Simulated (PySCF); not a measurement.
A species of formula C10H8 has this rotational fingerprint, computed with PBE0-D3(BJ)/def2-SVP geometry optimisation, gas phase (PySCF 2.14.0):

```
Rotational constants : A = 4185, B = 766.1, C = 647.6 MHz
Dipole components    : |μa| = 3.08 D, |μb| = 0.81 D, |μc| = 0.00 D
Inertial defect      : 0.00 u·Å²
κ                    : -0.93
```

**Question.** Which candidate fits, each taken in the one conformer that was computed?
A. `C#CC1=CC=CC(=C)C=C1`
B. `[CH:1]1=[CH:2][C:3]1=[CH:4][c:5]1[cH:6][cH:7][cH:8][cH:9][cH:10]1` with C3–C4–C5–C6 180°
C. `c1ccc2c(C(=C)C=C2)c1`
D. `[CH:1]#[C:2][C:3]1=[CH:4]/[CH:5]=[CH:6]\[CH:7]=[CH:8]/[CH:9]=[CH:10]\1` with C3–C4–C5–C6 55°, C5–C6–C7–C8 -55°, C7–C8–C9–C10 56°, C2–C3–C10–C9 126°

**Answer.** B. It is C1=CC1=Cc1ccccc1, a near-prolate asymmetric top, point group Cs. The candidates at the same level (rigid rotor, commonest isotopes):

```json
{"SMILES": "C#CC1=C/C=C\\C=C/C=C\\1", "A (MHz)": "2478", "B (MHz)": "1046", "C (MHz)": "830.0", "μa (D)": "0.66", "μb (D)": "0.03", "μc (D)": "0.03", "Δ (u·Å²)": "-78.17", "point group": "C1", "rotor": "asymmetric top"}
{"SMILES": "C=C1C=Cc2ccccc21", "A (MHz)": "2743", "B (MHz)": "1297", "C (MHz)": "880.5", "μa (D)": "0.46", "μb (D)": "0.22", "μc (D)": "0.00", "Δ (u·Å²)": "0.00", "point group": "Cs", "rotor": "asymmetric top"}
{"SMILES": "C#CC1=CC=CC(=C)C=C1", "A (MHz)": "3338", "B (MHz)": "862.0", "C (MHz)": "685.1", "μa (D)": "0.01", "μb (D)": "0.31", "μc (D)": "0.00", "Δ (u·Å²)": "0.00", "point group": "Cs", "rotor": "asymmetric top"}
{"SMILES": "C1=CC1=Cc1ccccc1", "A (MHz)": "4185", "B (MHz)": "766.1", "C (MHz)": "647.6", "μa (D)": "3.08", "μb (D)": "0.81", "μc (D)": "0.00", "Δ (u·Å²)": "0.00", "point group": "Cs", "rotor": "near-prolate asymmetric top"}
```

`C=C1C=Cc2ccccc21` has B 69 % too high; `C#CC1=C/C=C\C=C/C=C\1` has A 41 % too low; `C#CC1=CC=CC(=C)C=C1` has A 20 % too low. In the right answer the mirror of this Cs structure is the ab plane, so μc vanishes by symmetry. No structure here is proved a minimum.
